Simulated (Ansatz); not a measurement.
C2H8OSi2 can be A, `O[Si]1([SiH3])CC1`, or B, `O[Si@H]1C[C@@H]1[SiH3]`.

Gas-phase electronic energies from Ansatz, PBE0-D4/def2-TZVP geometries. CCSD(T)/CBS adds triple-zeta CCSD(T) − MP2 to the extrapolated MP2 energy (def2 sets, frozen cores). Functionals use def2-TZVPP. One conformer a species, not always the lowest.

A:

Z-matrix (Å, degrees):
```
Si
Si 1 2.316
C 1 1.842 2 120.8
O 1 1.648 2 110.3 3 150.4
C 1 1.842 2 120.8 3 -59.1
H 2 1.488 1 107.1 3 29.7
H 2 1.487 1 111.4 3 -89.5
H 2 1.487 1 111.4 3 148.8
H 3 1.087 1 119.4 2 147.7
H 3 1.086 1 121.0 2 0.8
H 4 0.959 1 118.0 2 179.9
H 5 1.086 1 121.0 2 -0.8
H 5 1.087 1 119.4 2 -147.7
```

B:

Z-matrix (Å, degrees):
```
Si
C 1 1.825
C 1 1.835 2 51.3
O 1 1.639 2 123.3 3 108.3
H 1 1.471 2 121.9 3 -106.0
H 2 1.087 1 121.5 3 106.3
H 2 1.087 1 120.0 3 -105.0
Si 3 1.848 1 121.9 2 -108.4
H 3 1.090 1 116.5 2 104.8
H 4 0.958 1 118.4 2 -29.0
H 8 1.490 3 109.0 1 27.0
H 8 1.488 3 111.0 1 -92.7
H 8 1.491 3 112.3 1 145.8
```

(1) Which is lower in electronic energy at CCSD(T)/CBS, and by how much? (Best estimate.)

(2) Give E(B) − E(A) in kcal/mol with r2SCAN-D4, B2PLYP, CCSD/def2-TZVPP, CCSD(T)/def2-TZVPP, PBE-D4, HF/def2-TZVPP, ωB97M-V. (An estimate is asked.)

Largest T1 diagnostic: 0.012.

## Answers

(1) Computed: B, by 2.6 kcal/mol.

(2) The calculation gave: r2SCAN-D4 -0.9, B2PLYP -2.0, CCSD/def2-TZVPP -2.3, CCSD(T)/def2-TZVPP -2.2, PBE-D4 1.2, HF/def2-TZVPP -3.5, ωB97M-V -3.0. The order is the other way round with PBE-D4.

From PBE to PBE0 (25 % exact exchange), in def2-TZVPP and without D4, E(B) − E(A) moves by −1.1 kcal/mol.
